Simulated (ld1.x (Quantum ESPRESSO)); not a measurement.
**Plane-wave convergence, PAW potential for lithium**

lithium (Li), PAW, made with ld1.x (Quantum ESPRESSO) 7.5 (PBE, scalar-relativistic). Core none, reference 1s2 2s0.5 2p0 (charge +0.5). Waves: 1s (bound): rcut 0.90, rcutus 1.00 bohr; 2s (bound): rcut 0.90, rcutus 1.00 bohr; 2p (bound, empty): rcut 3.25, rcutus 4.50 bohr; 2p channel at 0.9 Ry: rcut 3.25, rcutus 4.50 bohr. Local part: all-electron potential smoothed inside 4.50 bohr (lloc = -2). Core correction: none. Augmentation charge: PSQ, radius 0.95 bohr.

The pseudo-atom Hamiltonian at the reference potential is diagonalised in spherical Bessel functions j_l(qr) that vanish at 20 bohr, with q² up to the cutoff. All-electron valence levels (Ry): 1s -4.0982, 2s -0.3927, 2p -0.2458.

Task: How do the lowest levels (Ry) of each channel move with the cutoff, and are there ghosts?

Result:

```json
{"cutoff (Ry)": "8", "s #1": "-3.1275", "s #2": "-0.2839", "s #3": "-0.0621", "p #1": "-0.2459", "p #2": "-0.0515", "d #1": "-0.0448", "d #2": "0.0484", "f #1": "0.0265", "f #2": "0.1377", "Σ f·Δε (mRy)": "1995.7"}
{"cutoff (Ry)": "12", "s #1": "-3.5431", "s #2": "-0.3063", "s #3": "-0.0683", "p #1": "-0.2459", "p #2": "-0.0515", "d #1": "-0.0448", "d #2": "0.0484", "f #1": "0.0265", "f #2": "0.1377", "Σ f·Δε (mRy)": "1153.4"}
{"cutoff (Ry)": "21", "s #1": "-3.9358", "s #2": "-0.3397", "s #3": "-0.0769", "p #1": "-0.2459", "p #2": "-0.0515", "d #1": "-0.0448", "d #2": "0.0484", "f #1": "0.0265", "f #2": "0.1377", "Σ f·Δε (mRy)": "351.4"}
{"cutoff (Ry)": "30", "s #1": "-4.0470", "s #2": "-0.3588", "s #3": "-0.0814", "p #1": "-0.2459", "p #2": "-0.0515", "d #1": "-0.0448", "d #2": "0.0484", "f #1": "0.0265", "f #2": "0.1377", "Σ f·Δε (mRy)": "119.4"}
{"cutoff (Ry)": "45", "s #1": "-4.0945", "s #2": "-0.3806", "s #3": "-0.0862", "p #1": "-0.2459", "p #2": "-0.0515", "d #1": "-0.0448", "d #2": "0.0484", "f #1": "0.0265", "f #2": "0.1377", "Σ f·Δε (mRy)": "13.5"}
{"cutoff (Ry)": "55", "s #1": "-4.0977", "s #2": "-0.3881", "s #3": "-0.0877", "p #1": "-0.2459", "p #2": "-0.0515", "d #1": "-0.0448", "d #2": "0.0484", "f #1": "0.0265", "f #2": "0.1377", "Σ f·Δε (mRy)": "3.3"}
{"cutoff (Ry)": "80", "s #1": "-4.0979", "s #2": "-0.3924", "s #3": "-0.0886", "p #1": "-0.2459", "p #2": "-0.0515", "d #1": "-0.0448", "d #2": "0.0484", "f #1": "0.0265", "f #2": "0.1377", "Σ f·Δε (mRy)": "0.7"}
{"cutoff (Ry)": "100", "s #1": "-4.0981", "s #2": "-0.3927", "s #3": "-0.0886", "p #1": "-0.2459", "p #2": "-0.0515", "d #1": "-0.0448", "d #2": "0.0484", "f #1": "0.0265", "f #2": "0.1377", "Σ f·Δε (mRy)": "0.2"}
{"cutoff (Ry)": "400", "s #1": "-4.0982", "s #2": "-0.3928", "s #3": "-0.0887", "p #1": "-0.2459", "p #2": "-0.0515", "d #1": "-0.0448", "d #2": "0.0484", "f #1": "0.0265", "f #2": "0.1377", "Σ f·Δε (mRy)": "0.0"}
```

Result: no extra level below or beside the all-electron valence levels (s, p, d, f tested); 10 mRy is reached at 50 Ry and 1 mRy at 80 Ry.

Test run stopped at test 3 of 4 (negative rho), 2 before it not solved.
